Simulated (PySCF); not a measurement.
# Assignment exercise: C$_{12}$H$_{14}$Si

Geometry (Å), atoms numbered from 1 in this order:
```xyz
27

Si    0.5841    0.8453    0.5074
C     0.6124    0.7882    2.3823
C     0.2901   -0.2808    3.1200
H     0.9437    1.6932    2.9113
H    -0.0462   -1.2173    2.6602
H     0.3463   -0.2720    4.2147
C     2.3532    0.8797   -0.1166
C     2.7986    1.7312   -1.0481
H     3.0658    0.1598    0.3097
H     2.1355    2.4725   -1.5095
H     3.8385    1.7287   -1.3950
C    -0.2906    2.4051   -0.0558
C    -1.2597    2.4267   -0.9788
H     0.0154    3.3614    0.3915
H    -1.6120    1.5076   -1.4614
H    -1.7479    3.3569   -1.2920
C    -0.3066   -0.6663   -0.1730
C    -1.6052   -0.9848    0.2591
C    -2.2838   -2.0877   -0.2552
C    -1.6740   -2.8957   -1.2154
C    -0.3880   -2.5935   -1.6597
C     0.2864   -1.4875   -1.1427
H    -2.0954   -0.3587    1.0108
H    -3.2935   -2.3191    0.0935
H    -2.2044   -3.7618   -1.6191
H     0.0923   -3.2219   -2.4141
H     1.2924   -1.2548   -1.5038
```

Computational details: coordinates at the PBE0-D3(BJ)/def2-SVP level, B3LYP/pcSseg-1 with gauge-including orbitals, in PySCF 2.14 (no solvent model, non-relativistic Hamiltonian, rapidly exchanging positions averaged, one conformer).

Referencing at the same level of theory: TMS for 13C (179.24 ppm), 1H (31.38 ppm).

Task: Assign these signals to the numbered atoms. 13C{1H} NMR (computed): δ 145.1 (CH2), 144.9 (CH), 143.9 (CH), 137.3 (C), 135.9 (CH), 133.7 (CH).

Result: 
145.1 → C3/C8/C13, carbon bonded to C, 2 H
144.9 → C2/C7/C12, carbon bonded to C, Si, H
143.9 → C18/C22, carbon bonded to 2 C, H
137.3 → C17, carbon bonded to 2 C, Si
135.9 → C20, carbon bonded to 2 C, H
133.7 → C19/C21, carbon bonded to 2 C, H

C3/C8/C13 and C2/C7/C12; C2/C7/C12 and C18/C22; C17 and C20 lie closer than the usual error of such a calculation, so a measured spectrum could show them in the other order.

Task: Assign these signals to the numbered atoms. 1H NMR (400 MHz, computed): δ 7.61 (d, 2H), 7.40 (m, 1H), 7.39 (m, 2H), 6.38 (t, 3H), 6.09 (d, 6H).

Result: 
```tsv
δ (ppm)	atoms	environment	reason
7.61	H23/H27	hydrogen on a carbon bonded to 2 C	–
7.40	H25	hydrogen on a carbon bonded to 2 C	–
7.39	H24/H26	hydrogen on a carbon bonded to 2 C	–
6.38	H4/H9/H14	hydrogen on a carbon bonded to C, Si	–
6.09	H5/H6/H10/H11/H15/H16	hydrogen on a carbon bonded to C	–
```

H25 and H24/H26 lie closer than the usual error of such a calculation, so a measured spectrum could show them in the other order.

Shifts are as computed. Against solution values, carbons near 30 ppm lie about +2 ppm off and those near 130 ppm about +6 ppm. Of 1313 compounds with measured shifts, 239 miss one by over three times the rms of a fit or turn the order of signals round; such compounds aren't used in these exercises. Multiplicities follow the n + 1 count of equivalent neighbours, as no J values were calculated; m marks all less simple cases, F and P coupling included.
